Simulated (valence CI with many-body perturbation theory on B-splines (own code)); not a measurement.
As XIII: calculated level list

Computed by relativistic CI+MBPT: three valence electrons over a frozen Dirac-Fock core [Ar], a basis of 7 s, 7 p, 8 d, 6 f, 4 g, 1 h functions for each j, with the one-electron correlation potential Σ1 (screened to all orders), the two-electron term Σ2, the three-electron term Σ3, Breit, model QED; selected single and double excitations, second order for the rest, scaled by the run's own slope (own B-spline code, finite nucleus).

No measured levels were compared; by estimate terms of the open shell hold to 2 to 4 % of their energy, and close levels can change places. Only levels of the ground parity were solved; by the run's estimate the other parity begins above the list, which can be wrong where configurations are misplaced.

Levels 1 to 19 of 19, with energies above the lowest level, 3d3 4F_3/2. "Leading %" is the weight of the configuration and term that name the level; weights of strongly mixed levels are sums over their largest components and can fall short, so below about 35 % the name and the second component can differ from the true leading terms, or belong to a minority configuration.

```tsv
No.	Configuration	Term	J	E (eV)	Leading %	Second component	g
1	3d3	4F	3/2	0.000	98		0.405
2	3d3	4F	5/2	0.398	99		1.028
3	3d3	4F	7/2	0.877	99		1.235
4	3d3	4F	9/2	1.395	97		1.327
5	3d3	4P	3/2	4.455	82	15 % 3d3 2P	1.640
6	3d3	4P	1/2	4.474	93	7 % 3d3 2P	2.532
7	3d3	2G	7/2	4.974	99		0.891
8	3d3	4P	5/2	5.116	98		1.593
9	3d3	2G	9/2	5.289	78	20 % 3d3 2H	1.076
10	3d3	2D	3/2	6.206	55	29 % 3d3 2P	1.090
11	3d3	2P	1/2	6.509	93	7 % 3d3 4P	0.802
12	3d3	2H	9/2	6.978	80	19 % 3d3 2G	0.948
13	3d3	2H	11/2	7.074	100		1.090
14	3d3	2D	5/2	7.301	98		1.204
15	3d3	2P	3/2	7.695	56	40 % 3d3 2D	1.127
16	3d3	2F	7/2	10.778	99		1.141
17	3d3	2F	5/2	10.970	99		0.861
18	3d3	2D	5/2	16.678	98		1.196
19	3d3	2D	3/2	16.856	100		0.799
```

Names give the largest LS component (configuration and term), which can be under half, so a name can repeat, a term be missing and a line seem to break the LS rules; names also repeat where a configuration has a term twice.

The ionisation energy to 3d2 3F_2 of the next ion comes out as 375.24 eV (NIST: 375 ± 3 eV (theoretical)). All 19 levels together are meant to be complete up to 17.532 eV.
